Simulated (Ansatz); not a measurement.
Ideal-gas functions of ClGaHO, SMILES `[O][GaH][Cl]` radical at 500 K and 1 bar, from an Ansatz frequency run at PBE0-D4/def2-TZVP.

Molar mass 122.18 g/mol, point group Cs (symmetry number 1), electronic degeneracy 2, moments of inertia 31.518, 144.878, 176.396 u Å². Harmonic wavenumbers (cm⁻¹, unscaled): 145, 430, 451, 562, 682, 2068.

Use S(trans) = R[1.5 ln M + 2.5 ln T − 1.1517]; rotational temperatures θ = 24.2544 K / I; S(rot) = R[ln(√π/σ · √(T³/θAθBθC)) + 1.5]; for each mode x = 1.438777 ν̃/T, S = R[x/(eˣ − 1) − ln(1 − e⁻ˣ)] and H = RT x/(eˣ − 1); 1 cm⁻¹ = 0.0119627 kJ/mol; R = 8.31446 J/(mol·K).

Q: By hand: the entropy, in J/(mol·K).

A: Translation 179.5. Rotation: θ = 0.7695, 0.1674, 0.1375 K, giving 111.5. Vibration, mode by mode: 15.64, 7.05, 6.71, 5.17, 3.93, 0.15, in all 38.6. Electronic 5.8. Sum 335.4 J/(mol·K).

Q: By hand: H − E and G − E in kJ/mol, counted from the electronic energy.

A: Zero-point energy ½ × 4338 × 0.0119627 = 25.9; thermal vibration 10.5; translation, rotation and pV give 4 RT = 16.6. H − E = 53.0 kJ/mol, and G − E = 53.0 − 500 × 335.4/1000 = -114.7 kJ/mol.

Vibration gives 12 % of the entropy, 15.6 J/(mol·K) of it from the mode under 150 cm⁻¹: soft modes count most, and the harmonic formula is weakest for them.
